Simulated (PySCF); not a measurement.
[MnF5]3-: what the settings change

[MnF5]3- holds Mn(II), d5, at total charge -3. The structure is a PBE0-D3(BJ)/def2-TZVP, IEF-PCM water geometry optimised for multiplicity 6; coordination trigonal bipyramidal, point group D3h, metal–donor distances 2.08–2.12 Å.

```
6

Mn    0.0000    0.0000    0.0000
F     0.0000    0.0000    2.1171
F     0.0000    0.0000   -2.1171
F     2.0749    0.0000    0.0000
F    -1.0375    1.7969    0.0000
F    -1.0374   -1.7969    0.0000
```

Method (PySCF 2.14, density fitting): CASSCF(5,5) with orbitals averaged over all microstates of the shell, strongly contracted NEVPT2 on the averaged canonical orbitals; basis x2c-TZVPall on the metal, x2c-SVPall elsewhere; spin-free X2C; IEF-PCM water; spin-orbit coupling by state interaction with the mean-field operator over all roots.

Base run: NEVPT2 ground state 6A1', next 4E'' at 22273, then 4E' at 26964 cm⁻¹, B(CASSCF) 1072, ζ 309 cm⁻¹, D -0.12 cm⁻¹, g 2.002 2.002 2.002, μeff(300 K) 5.92 μB.

**Question.** What happens with the basis x2c-TZVPall on all atoms?

**Answer.** NEVPT2 ground state 6A1', next 4E'' at 22615, then 4E' at 27088 cm⁻¹, B(CASSCF) 1073, ζ 309 cm⁻¹, D -0.10 cm⁻¹, g 2.002 2.002 2.002, μeff(300 K) 5.92 μB. It took 13 s against 7.9 s on a shared host of the same kind.

**Question.** What happens with orbitals averaged over the highest spin alone?

**Answer.** NEVPT2 ground state 6A1', next 4E'' at 22858, then 4E' at 27298 cm⁻¹, B(CASSCF) 1107, ζ 319 cm⁻¹, D -0.11 cm⁻¹, g 2.002 2.002 2.002, μeff(300 K) 5.92 μB.

No frequencies were computed for the optimised geometry.
